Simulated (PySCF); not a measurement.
## UHF on Kr²⁹⁺ (krypton, charge +29)

Configuration: [He] 2s2 2p3, high-spin 4S determinant. Calculation: PySCF 2.14, in an even-tempered Gaussian basis (17 s from 9.3 bohr⁻², ratio 2.2; 11 p from 12 bohr⁻², ratio 2.2; 6 d from 49 bohr⁻², ratio 2.4; 5 f from 73 bohr⁻², ratio 2.4; 4 g from 110 bohr⁻², ratio 2.4); the non-relativistic Hamiltonian (point nucleus).

```json
{
 "Total energy": "-1954.275990 hartree",
 "One-electron energy": "-2100.9471 hartree",
 "Hartree (Coulomb) energy": "190.5897 hartree",
 "Exchange energy": "-43.9185 hartree",
 "Kinetic energy": "1954.27492 hartree",
 "⟨S²⟩": "3.7501",
 "⟨L²⟩": "0.000",
 "Sum of ⟨r⟩": "0.8977 bohr",
 "Sum of ⟨r²⟩": "0.1630 bohr²",
 "Density at the nucleus (Gaussians lack the cusp)": "31700 bohr⁻³",
 "Spin density at the nucleus": "0.268 bohr⁻³"
}
```

| shell | electrons | mean orbital energy (hartree) | rms radius, mean of both spins (bohr) |
| --- | --- | --- | --- |
| 1s α | 1 | -589.57948 | 0.0489 |
| 1s β | 1 | -588.04555 | 0.0489 |
| 2s α | 1 | -129.50251 | 0.193 |
| 2s β | 1 | -126.45165 | 0.193 |
| 2p α | 3 | -124.67522 | 0.167 |

Spin-orbit coupling is strong in this species (close to jj coupling), so the high-spin LS determinant is a model state, not a physical level.

Spin-orbit constants ζ (cm⁻¹) from the X2C one-electron operator on these orbitals (non-relativistic here): bare nucleus, nucleus screened by l(l+1)(2l+1)/3 electrons, and screened by the Breit-Pauli mean field of the electrons.

```json
{"shell": "2p", "bare": "309200", "screened nucleus": "292100", "mean field": "286000"}
```
